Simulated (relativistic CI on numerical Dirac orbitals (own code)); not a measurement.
**Zr XII: sensitivity of the levels to the model**

Base calculation: Dirac-Coulomb-Breit CI, KLI orbitals optimised for each configuration, model QED, unscaled Slater integrals.

Configuration list (outside the closed core [Ar]): 3d10 4s, 3d10 4p, 3d10 4d, 3d10 4f, 3d10 5s, 3d10 5p, 3d10 5d, 3d9 4s2, 3d10 5f, 3d10 6s, 3d9 4p2, 3d10 5g, 3d10 6p, 3d8 4s 4p2, 3d10 6d, 3d10 6f. Levels of other configurations are missing.

The lowest level and the first level of each name with at least 55 % of one term (blank where a level has no safe partner in the second run):

| Level | Base (cm⁻¹) | Shift (cm⁻¹) |
| --- | --- | --- |
| 3d10 4s 2S_1/2 | 0 | 0 |
| 3d10 4p 2P°_1/2 | 204842 | -53 |
| 3d10 4p 2P°_3/2 | 226907 | -55 |
| 3d10 4d 2D_3/2 | 554520 | -43 |
| 3d10 4d 2D_5/2 | 557986 | -39 |
| 3d10 5s 2S_1/2 | 862639 | +559 |
| 3d10 4f 2F°_7/2 | 871902 | +234 |
| 3d10 4f 2F°_5/2 | 871950 | +231 |
| 3d10 5p 2P°_1/2 | 949337 | +578 |
| 3d10 5p 2P°_3/2 | 958401 | +595 |
| 3d10 5d 2D_3/2 | 1099719 | +547 |
| 3d10 5d 2D_5/2 | 1101251 | +565 |
| 3d10 5f 2F°_7/2 | 1239060 | +598 |
| 3d10 5f 2F°_5/2 | 1239079 | +580 |
| 3d10 6s 2S_1/2 | 1242702 | +958 |
| 3d10 5g 2G_7/2 | 1262467 | +1195 |
| 3d10 5g 2G_9/2 | 1262507 | +1195 |
| 3d9 4s2 2D_5/2 | 1270659 | +21229 |
| 3d10 6p 2P°_1/2 | 1287458 | +981 |
| 3d9 4s2 2D_3/2 | 1290437 | +21816 |
| 3d10 6p 2P°_3/2 | 1292132 | +960 |
| 3d10 6d 2D_3/2 | 1366359 | +924 |

At this charge energies of transitions that change n are usually good to better than 1 %, and those within a shell (Δn = 0) to a few per cent.

Question: One thing was changed in a second run, which moved the levels as shown. Which?
A. one mean potential for all configurations
B. QED terms removed
C. Breit term removed
D. configuration mixing switched off

Answer: A. One mean potential for all configurations. One potential for all configurations removes the relaxation of the orbitals, which moves whole configurations and changes the integrals a little.

LS names give the leading component of a level, which can be under half, so a name can repeat, a term be missing and a line seem to break the LS rules.
